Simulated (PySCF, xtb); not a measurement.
C₂H₆O₃Si, SMILES O[Si]1(O)COC1.

GFN2-xTB (xtb) at its own geometry gives an orbital gap of 6.47 eV and a dipole moment of 3.34 D.

Geometry optimised at r2SCAN-D4/def2-SVP. The structure was generated by enumeration, and PubChem lists no compound with its InChIKey, so it may never have been made. One conformer was computed; it need not be the lowest.

Question: What does PBE/def2-TZVP (PySCF) give? (Estimate from the structure and the level; the computed values follow.)

Answer: gap 5.35 eV (levels -5.72 and -0.37 eV), dipole 1.60 D.
